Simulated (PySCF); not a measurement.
# MSe for M along the third period

CCSD(T) with double-zeta basis sets in PySCF, for the lowest determinant that a PBE0 search found; no spin–orbit coupling. De refers to high-spin ground-configuration atoms.

```csv
M,basis,"reference, frozen orbitals",state (unpaired electrons),Re (Å),ωe (cm⁻¹),De (eV)
Na,def2-SVP,"UHF, 10",doublet (π ↑),2.636,266,2.04
Mg,aug-cc-pVDZ/aug-cc-pVDZ-PP,"RHF, 5",singlet (closed shell),2.305,409,1.55
Al,pcseg-1,"UHF, 14",doublet (σ ↑),2.183,480,3.38
Si,x2c-SVPall,"RHF, 14",singlet (closed shell),2.080,576,5.10
Cl,x2c-SVPall,"UHF, 14",doublet (π ↑),2.176,413,2.07
```

The shortest bond is that of SiSe (2.080 Å), the longest that of NaSe (2.636 Å). SiSe is bound most strongly (5.10 eV) and MgSe least (1.55 eV).

The rows differ in basis set, which adds steps of its own.

The state changes along the series, so neighbouring rows are not always alike in their bonding.

Correlated steps freeze the inner cores (5 to 14 orbitals); shallow outer-core shells are correlated. Correlated levels converge slowly with the basis: in double zeta they bind strong bonds too weakly, by up to about 1 eV, and carry superposition errors of some tenths. Spin–orbit coupling is left out. Where the molecule has an RHF reference, its open-shell atoms are computed with UHF. States were picked by a PBE0 search and need not be the measured ground states.
